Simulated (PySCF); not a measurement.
## Basis and Hamiltonian dependence of the ionisation energy of Hg⁺

Hg⁺ [Xe] 4f14 5d10 6s1 (2S) → Hg²⁺ [Xe] 4f14 5d10 (1S). Calculated with PySCF 2.14 from differences of total energies of unrestricted determinants, without spin-orbit coupling. Values in eV.

```json
{"basis": "def2-SVP with the def2 core potential (60 electrons)", "Hamiltonian": "ECP", "functions": "32", "UHF": "17.160", "PBE": "n/a", "PBE0": "n/a", "MP2 (valence)": "18.444", "CCSD(T) (valence)": "18.303", "CCSD(T) (valence and next inner shell)": "n/a"}
{"basis": "cc-pVDZ-PP with ECP60MDF", "Hamiltonian": "ECP", "functions": "38", "UHF": "17.036", "PBE": "n/a", "PBE0": "n/a", "MP2 (valence)": "18.194", "CCSD(T) (valence)": "18.055", "CCSD(T) (valence and next inner shell)": "n/a"}
{"basis": "def2-TZVP with the def2 core potential (60 electrons)", "Hamiltonian": "ECP", "functions": "43", "UHF": "17.144", "PBE": "19.142", "PBE0": "n/a", "MP2 (valence)": "18.500", "CCSD(T) (valence)": "18.353", "CCSD(T) (valence and next inner shell)": "n/a"}
{"basis": "aug-cc-pVDZ-PP with ECP60MDF", "Hamiltonian": "ECP", "functions": "54", "UHF": "17.071", "PBE": "19.023", "PBE0": "18.700", "MP2 (valence)": "18.493", "CCSD(T) (valence)": "18.337", "CCSD(T) (valence and next inner shell)": "n/a"}
{"basis": "def2-TZVPPD with the def2 core potential (60 electrons)", "Hamiltonian": "ECP", "functions": "62", "UHF": "17.144", "PBE": "19.142", "PBE0": "18.816", "MP2 (valence)": "18.625", "CCSD(T) (valence)": "18.451", "CCSD(T) (valence and next inner shell)": "18.573"}
{"basis": "cc-pVTZ-PP with ECP60MDF", "Hamiltonian": "ECP", "functions": "63", "UHF": "17.099", "PBE": "n/a", "PBE0": "18.769", "MP2 (valence)": "18.595", "CCSD(T) (valence)": "n/a", "CCSD(T) (valence and next inner shell)": "n/a"}
{"basis": "aug-cc-pwCVDZ-PP with ECP60MDF", "Hamiltonian": "ECP", "functions": "70", "UHF": "17.120", "PBE": "19.110", "PBE0": "18.785", "MP2 (valence)": "18.598", "CCSD(T) (valence)": "18.420", "CCSD(T) (valence and next inner shell)": "18.553"}
{"basis": "ANO-RCC-VTZP", "Hamiltonian": "spin-free X2C", "functions": "84", "UHF": "17.135", "PBE": "19.182", "PBE0": "18.828", "MP2 (valence)": "18.646", "CCSD(T) (valence)": "18.498", "CCSD(T) (valence and next inner shell)": "18.603"}
{"basis": "aug-cc-pVTZ-PP with ECP60MDF", "Hamiltonian": "ECP", "functions": "88", "UHF": "17.111", "PBE": "19.112", "PBE0": "18.782", "MP2 (valence)": "18.669", "CCSD(T) (valence)": "18.504", "CCSD(T) (valence and next inner shell)": "n/a"}
{"basis": "x2c-TZVPPall", "Hamiltonian": "spin-free X2C", "functions": "97", "UHF": "17.097", "PBE": "19.035", "PBE0": "18.704", "MP2 (valence)": "18.512", "CCSD(T) (valence)": "18.365", "CCSD(T) (valence and next inner shell)": "18.454"}
{"basis": "x2c-TZVPPall with one added diffuse shell each of s, p, d, f type", "Hamiltonian": "spin-free X2C", "functions": "113", "UHF": "17.097", "PBE": "19.044", "PBE0": "18.712", "MP2 (valence)": "18.549", "CCSD(T) (valence)": "18.404", "CCSD(T) (valence and next inner shell)": "18.495"}
{"basis": "aug-cc-pVTZ-PP with one added diffuse shell each of s, p, d, f, g type with ECP60MDF", "Hamiltonian": "ECP", "functions": "113", "UHF": "17.114", "PBE": "19.115", "PBE0": "18.785", "MP2 (valence)": "18.680", "CCSD(T) (valence)": "n/a", "CCSD(T) (valence and next inner shell)": "n/a"}
{"basis": "aug-cc-pwCVTZ-PP with ECP60MDF", "Hamiltonian": "ECP", "functions": "122", "UHF": "17.125", "PBE": "19.127", "PBE0": "18.797", "MP2 (valence)": "18.694", "CCSD(T) (valence)": "18.526", "CCSD(T) (valence and next inner shell)": "n/a"}
```

Question: Estimate the row for def2-QZVPPD with the def2 core potential (60 electrons) (ECP, 88 functions).

Answer: From the rows with the same Hamiltonian and similar size; the calculation gives UHF 17.15; PBE 19.14; PBE0 18.82; MP2 (valence) 18.68; CCSD(T) (valence) 18.51; CCSD(T) (valence and next inner shell) 18.63 (eV).

Frozen in the all-electron rows: valence: [Xe] 4f14; valence and next inner shell: [Kr] 4d10 4f14; with a core potential, the same shells as far as they lie outside it.

Reference for a calculation without spin-orbit coupling: 18.757 eV (measured, between term centres; NIST).
